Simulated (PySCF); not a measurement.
Predicted microwave data (PBE0/def2-SVPD in PySCF (dipole) on a GFN2-xTB geometry, gas phase) for one isomer of C5H9OPSi:

```
Rotational constants : A = 1316, B = 909.5, C = 573.8 MHz
Dipole components    : |μa| = 2.37 D, |μb| = 0.74 D, |μc| = 0.64 D
Inertial defect      : -58.76 u·Å²
κ                    : -0.10
```

Question: Which structure is it? (One computed conformer of each.)
A. `[CH2:1]=[CH:2][O:3][Si@@H:4]([PH2:5])[C:6]#[C:7][CH3:8]` with C1–C2–O3–Si4 -172°, C2–O3–Si4–P5 -171°, O3–Si4–P5–H 178° and -90°
B. `[CH:1]#[C:2][Si@@H:3]([PH2:4])[O:5]/[CH:6]=[CH:7]/[CH3:8]` with C2–Si3–P4–H -66° and 26°, C2–Si3–O5–C6 58°, Si3–O5–C6–C7 -4°
C. `[CH:1]#[C:2][C@@H:3]1[CH2:4][CH2:5][O:6][Si@H:7]1[PH2:8]` with O6–Si7–P8–H -169° and -76°, C2–C3–C4–C5 -84°, C3–C4–C5–O6 -44°, C4–C5–O6–Si7 34°, C5–O6–Si7–P8 -127°
D. `[CH3:1][c:2]1[cH:3][o:4][c:5]([SiH2:6][PH2:7])[cH:8]1` with O4–C5–Si6–P7 173°, C5–Si6–P7–H -82° and -175°
E. `[CH3:1][C:2]#[C:3][C@@H:4]1[CH2:5][O:6][Si@H:7]1[PH2:8]` with O6–Si7–P8–H -172° and -79°

Answer: A. It is C=CO[Si@@H](P)C#CC, an asymmetric top, point group C1. The candidates at the same level (rigid rotor, commonest isotopes):

| SMILES | A (MHz) | B (MHz) | C (MHz) | μa (D) | μb (D) | μc (D) | Δ (u·Å²) | point group | rotor |
| --- | --- | --- | --- | --- | --- | --- | --- | --- | --- |
| C=CO[Si@@H](P)C#CC | 1316 | 909.5 | 573.8 | 2.37 | 0.74 | 0.64 | -58.76 | C1 | asymmetric top |
| C#C[C@@H]1CCO[Si@H]1P | 2304 | 999.4 | 829.4 | 0.43 | 0.25 | 0.49 | -115.76 | C1 | asymmetric top |
| CC#C[C@@H]1CO[Si@H]1P | 2899 | 654.7 | 575.8 | 0.95 | 1.31 | 0.08 | -68.54 | C1 | near-prolate asymmetric top |
| C#C[Si@@H](P)O/C=C/C | 2133 | 785.1 | 603.2 | 0.76 | 1.39 | 0.01 | -42.77 | C1 | asymmetric top |
| Cc1coc([SiH2]P)c1 | 3059 | 739.2 | 605.3 | 0.87 | 0.47 | 0.42 | -14.01 | C1 | asymmetric top |

`C#C[Si@@H](P)O/C=C/C` has A 62 % too high; `CC#C[C@@H]1CO[Si@H]1P` has A 120 % too high; `C#C[C@@H]1CCO[Si@H]1P` has A 75 % too high; `Cc1coc([SiH2]P)c1` has A 132 % too high. No structure here is proved a minimum.
